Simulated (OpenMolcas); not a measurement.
Ge: effect of the basis set

```yaml
Program: OpenMolcas
Method: "SS-CASPT2, IPEA 0.25 Eh, imaginary shift 0.1 Eh (closed shells correlated: 3d)"
Active_space: 4 electrons in 8 orbitals (4s 4p 5s 5p)
State_averaging: 2S+1 = 3 even, 3 roots; 2S+1 = 1 even, 6 roots; 2S+1 = 5 odd, 1 root; 2S+1 = 3 odd, 5 roots
Spin-orbit_coupling: state interaction with AMFI integrals over the reference wave functions, term energies averaged over their components
```

A. ANO-RCC-VTZP [6s5p3d1f], DKH2, point nucleus; CASPT2 step roughly 3 core-seconds
B. ANO-RCC-VQZP [7s6p4d2f1g], DKH2, point nucleus; CASPT2 step roughly 5 core-seconds
C. ANO-R2 [6s5p4d3f1g], X2C, finite nucleus; CASPT2 step about 8 core-seconds
D. ANO-RCC [10s9p8d5f2g], DKH2, point nucleus; CASPT2 step roughly 50 core-seconds

Energies in cm⁻¹ above 4s² 4p² ³P₀, the measured ground level; measured values from NIST Handbook of Basic Atomic Spectroscopic Data.

| Level | A | B | C | D | Measured |
| --- | --- | --- | --- | --- | --- |
| 4s² 4p² ³P₀ | 0.0 | 0.0 | 0.0 | 0.0 | 0.0 |
| 4s² 4p² ³P₁ | 458 | 447 | 455 | 456 | 557 |
| 4s² 4p² ³P₂ | 1192 | 1161 | 1176 | 1166 | 1410 |
| 4s² 4p² ¹D₂ | 8580 | 7890 | 7670 | 6980 | 7125 |
| 4s² 4p² ¹S₀ | 18010 | 16900 | 17100 | 15680 | 16367 |
| 4s 4p³ ⁵S°₂ | 38310 | 39600 | 39360 | 40230 | 41927 |

Deviations, from unrounded energies. A percentage is the sum of absolute deviations over the sum of measured energies, with the sign that they share, or ± where signs differ.

```
                        Against measurement  Levels      A      B      C      D
             mean absolute deviation (cm-1)       5   1400    800    840    580
      fine structure of the ground term (%)       2  -16.1  -18.3  -17.1  -17.5
other terms of the ground configuration (%)       2  +13.2   +5.5   +5.5   -3.6
                   other configurations (%)       1   -8.6   -5.6   -6.1   -4.1
```

D lies closest to measurement on these levels and A furthest from it. The largest miss of D in the table is 4s 4p³ ⁵S°₂, by -1700 cm-1. The ranking rests on the paired levels alone, and a cruder setting can come out closer through cancelling errors.

Among A to D the level of the table that moves most is 4s² 4p² ¹S₀, by 2300 cm-1 (lowest in D, highest in A). Moves below CASPT2's spread within the term are not significant.

CASPT2 breaks the degeneracy within a term, and the mean is taken; among the terms shown or strongly mixed into the levels shown the widest spread is 82 cm-1 (4s² 4p² ¹D, A). Over all roots computed the reference weight is 0.90 to 0.96 in A, 0.87 to 0.95 in B, 0.88 to 0.95 in C, 0.89 to 0.95 in D; the roots of lowest weight are the least certain, and an intruder state may touch them. Active for correlation alone: 5p 5s; no level in the range computed is led by a configuration that fills them, so any true level of that kind is missing. Terms of s pⁿ other than that of highest spin mix with s² pⁿ⁻² d, which this space lacks; all of them can be thousands of cm-1 off, and some have no real level of that name. Some terms miss by over 15 % even with CASPT2, which points to a basis or an active space too small for the shells correlated (holds for A). Measured partners are found by configuration, term and J. A level has none where our copy of the source lacks it or the pairing is in doubt (some pairs that miss far off the trend of their configuration count as doubtful), and it then counts in no deviation. Levels of configurations outside the active space are missing. Levels that lie high or do not pair safely by name in every column are left out.

° marks odd parity.
